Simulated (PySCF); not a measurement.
Basis and Hamiltonian dependence of the ionisation energy of P⁺

P⁺ [Ne] 3s2 3p2 (3P) → P²⁺ [Ne] 3s2 3p1 (2P). All values are computed (PySCF 2.14, energy differences of UHF-based or UKS calculations, no spin-orbit coupling). Values in eV.

```
                                                            basis       Hamiltonian  functions     UHF     LDA    PBE0  MP2 (valence)  CCSD(T) (valence)  CCSD(T) (valence and next inner shell)
                                                       x2c-SVPall     spin-free X2C         18  19.176  19.830  19.825         19.458             19.483                                     n/a
                                                           6-31G*  non-relativistic         18  19.179  19.849     n/a         19.406             19.414                                     n/a
                                                    jorge-DZP-DKH     spin-free X2C         24  19.150  19.819     n/a         19.470             19.505                                     n/a
                                                 Sapporo-DZP-2012     spin-free X2C         27  19.200     n/a  19.852         19.542             19.612                                     n/a
                                                       cc-pVTZ-DK     spin-free X2C         34  19.151  19.805     n/a         19.598             19.670                                     n/a
                                                      def2-TZVPPD  non-relativistic         48  19.162  19.824  19.822         19.609             19.682                                  19.681
   x2c-TZVPPall with one added diffuse shell each of s, p, d type     spin-free X2C         51  19.150  19.810  19.809         19.597             19.671                                  19.669
                                                     x2c-QZVPPall     spin-free X2C         70  19.156  19.811  19.808         19.643             19.711                                  19.713
                                                  aug-cc-pCVTZ-DK     spin-free X2C         75  19.151  19.806  19.810         19.605             19.679                                  19.691
                                                    aug-cc-pwCVTZ  non-relativistic         75  19.163  19.819  19.822         19.619             19.693                                  19.712
                                                       dyall-av3z     spin-free X2C         84  19.159  19.813  19.809         19.609             19.679                                     n/a
x2c-QZVPPall with one added diffuse shell each of s, p, d, f type     spin-free X2C         86  19.157  19.811  19.808         19.644             19.712                                  19.714
                                                      dyall-acv3z     spin-free X2C        113  19.157  19.812  19.808         19.615             19.688                                  19.711
                                                  aug-cc-pV(5+d)Z  non-relativistic        136  19.169  19.825  19.821         19.672                n/a                                     n/a
```

Frozen in the all-electron rows: valence: [Ne]; valence and next inner shell: 1s2.

Between the lowest levels the reference is 19.769 eV (semi-empirical (NIST evaluation); NIST Atomic Spectra Database, ionization energies); it includes spin-orbit coupling, which these numbers lack.
